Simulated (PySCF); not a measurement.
# Polarisability and C₆ of Se⁺ (selenium, charge +1)

[Ar] 3d10 4s1 4p3 4d1, high-spin 6D determinant (an excited configuration). All numbers are calculated (PySCF 2.14, the spin-free X2C one-electron Hamiltonian (Gaussian nucleus), in x2c-TZVPPall with one added diffuse shell each of s, p, d type (7s6p5d1f, 57 functions)). Coupled (time-dependent) response in atomic units; α is the mean over directions.

| method | mean α (bohr³) | α xx, yy, zz | C₆ (like pair) | S(−4) |
| --- | --- | --- | --- | --- |
| UHF | 48.69 | 68.05, 68.05, 9.972 | 162.0 | 13210 |
| PBE | 60.81 | 86.07, 86.07, 10.28 | 205.4 | 22100 |
| PBE0 | 55.96 | 78.86, 78.86, 10.14 | 189.3 | 17800 |
| r2SCANh | 51.30 | 71.96, 71.96, 9.973 | 191.0 | 11090 |
| M06-2X | 59.54 | 84.33, 84.33, 9.955 | 191.8 | 23130 |

S(−4) is the Cauchy moment in α(ω) = α(0) + S(−4) ω² + …

Spin-orbit coupling is absent.

α(iu) at r2SCANh:

| u (hartree) | α(iu) (bohr³) |
| --- | --- |
| 0 | 51.30 |
| 0.0500 | 34.54 |
| 0.100 | 20.58 |
| 0.200 | 12.02 |
| 0.300 | 9.257 |
| 0.500 | 6.474 |
| 0.750 | 4.440 |
| 1.00 | 3.184 |
| 1.50 | 1.836 |
| 2.00 | 1.190 |
| 3.00 | 0.6222 |
| 5.00 | 0.2630 |

A single London oscillator, α(iu) = α/(1 + u²/ω²), gives C₆ = (3/4) ω α². Matching the computed C₆ needs ω = 4 × 191.0 / (3 × 51.30²) = 0.0968 hartree.

For an ion, C₆ is the dispersion term alone; charge-induced terms of lower order in 1/R come first.

The components differ because the open shell of this determinant is not spherical; for a pure term their mean is the scalar polarisability.

The outer electron is Rydberg-like, and this basis confines it to a smaller radius and binds it less than a complete one would.
